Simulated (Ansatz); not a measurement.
One change: `[BH2][GaH][CH2][SiH2]F` becomes `F[SiH2]CS`.

Ansatz, PBE0-D4/def2-TZVP geometries, multiplicity 1. Each molecule was computed in one conformer, which needn't be the lowest.

Scalar relativity is left out up to krypton.

```json
{"property": "HOMO–LUMO gap (ωB97M-V/def2-TZVPP) / eV", "`[BH2][GaH][CH2][SiH2]F`": "9.62"}
{"property": "HOMO–LUMO gap (B3LYP/def2-TZVPP) / eV", "`[BH2][GaH][CH2][SiH2]F`": "5.35"}
{"property": "HOMO–LUMO gap (PBE/def2-TZVPP) / eV", "`[BH2][GaH][CH2][SiH2]F`": "3.89"}
{"property": "LUMO energy (PBE0/def2-TZVPP) / eV", "`[BH2][GaH][CH2][SiH2]F`": "-1.36"}
{"property": "size of the dipole moment (B3LYP/def2-TZVPP) / D", "`[BH2][GaH][CH2][SiH2]F`": "1.71"}
{"property": "HOMO energy (PBE0/def2-TZVPP) / eV", "`[BH2][GaH][CH2][SiH2]F`": "-7.18"}
```

**Question.** What does the change do to each property? (Best estimate.)

**Answer.** Ansatz gave: 
```csv
property,`F[SiH2]CS`,shift
HOMO–LUMO gap (ωB97M-V/def2-TZVPP) / eV,10.93,1.31
HOMO–LUMO gap (B3LYP/def2-TZVPP) / eV,6.52,1.17
HOMO–LUMO gap (PBE/def2-TZVPP) / eV,4.87,0.98
LUMO energy (PBE0/def2-TZVPP) / eV,0.03,1.39
size of the dipole moment (B3LYP/def2-TZVPP) / D,1.61,-0.10
HOMO energy (PBE0/def2-TZVPP) / eV,-6.97,0.21
```

With PBE0 the HOMO rises by 0.21 eV and the LUMO rises by 1.39 eV, so the gap widens by about 1.18 eV. PBE moves the HOMO by 0.32 eV and ωB97M-V by 0.14 eV. Dipoles are sizes alone; their direction can turn.

B3LYP here is the variant with VWN-RPA as its local correlation; programs differ in this.
